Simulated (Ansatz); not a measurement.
Consider the hydrogenolysis of a B–Cl bond: `[SiH3]N([SiH3])BCl` + H₂ → `BN([SiH3])[SiH3]` + HCl.

Computed with Ansatz on PBE0-D4/def2-TZVP structures; ΔE is electronic, products minus reactants. CCSD(T)/CBS is the MP2 limit (def2-TZVPP, def2-QZVPP) plus CCSD(T) − MP2 in def2-TZVPP, frozen cores. This one scheme is used for every species. Functionals use def2-TZVPP. One conformer a species, not always the lowest.

`[SiH3]N([SiH3])BCl`:

Cartesian coordinates in Å:
```
Si 0.865 1.013 0.904
N -0.016 0.024 -0.260
Si -0.942 -1.341 0.340
B 0.019 0.317 -1.630
Cl 0.959 1.701 -2.214
H 2.322 0.976 0.642
H 0.586 0.394 2.228
H 0.368 2.408 0.901
H -0.040 -2.287 1.044
H -1.590 -2.011 -0.811
H -1.968 -0.865 1.302
H -0.562 -0.328 -2.447
```

H₂:

Cartesian coordinates in Å:
```
H 0.229 -0.288 0.064
H -0.229 0.288 -0.064
```

`BN([SiH3])[SiH3]`:

```xyz
12

B     0.325   -1.220   -1.088
N     0.078   -0.189   -0.161
Si    1.344    0.504    0.832
Si   -1.573    0.393   -0.029
H     1.430   -1.662   -1.228
H    -0.590   -1.650   -1.739
H     1.011    0.327    2.269
H     2.620   -0.177    0.513
H     1.456    1.961    0.561
H    -2.479   -0.703    0.392
H    -2.034    0.949   -1.324
H    -1.587    1.467    1.001
```

HCl:

Cartesian coordinates in Å:
```
Cl 0.418 -0.474 0.099
H -0.418 0.474 -0.099
```

```
             level  ΔE (kJ/mol)
            B2PLYP         73.6
SCS-MP2/def2-TZVPP         76.2
```

Question: What does CCSD(T)/CBS give? (An estimate is asked.)

Answer: The calculation gave: +77.5 kJ/mol. The listed levels differ from it by -3.9, -1.3 kJ/mol.

Largest T1 diagnostic among the species: 0.013.

From PBE to PBE0 (25 % exact exchange), in def2-TZVPP and without D4, ΔE moves by −3.1 kJ/mol. At CCSD(T), def2-SVP lies +3.6 kJ/mol from the extrapolated value and def2-TZVPP −2.3 kJ/mol.

CCSD(T)/CBS has its own doubt, a few kJ/mol and more with outer-core shells, so smaller differences from it don't rank the levels.
